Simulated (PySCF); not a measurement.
Nb(F)5, SMILES [F][Nb]([F])([F])([F])[F] (F5Nb) (PBE0/def2-SVP optimised geometry):

```
6

Nb     0.000    -0.916     0.000
F      0.003     0.916     0.000
F     -0.002    -1.836     1.584
F     -0.003    -1.831    -1.587
F      1.863    -0.916     0.000
F     -1.863    -0.915     0.000
```

Calculation: PBE0/def2-TZVP, def2 effective core potentials past Kr run with PySCF.

Task: What are the frontier orbital energies and the dipole moment?

Result: HOMO-2 -12.46 eV, HOMO-1 -12.31 eV, HOMO -12.31 eV, LUMO -3.43 eV, LUMO+1 -3.43 eV; dipole moment 0.00 D.

On the same geometry PBE/def2-TZVP, def2 effective core potentials past Kr run with PySCF gives HOMO-2 -10.36 eV, HOMO-1 -10.21 eV, HOMO -10.21 eV, LUMO -4.09 eV, LUMO+1 -4.09 eV; dipole moment 0.00 D.
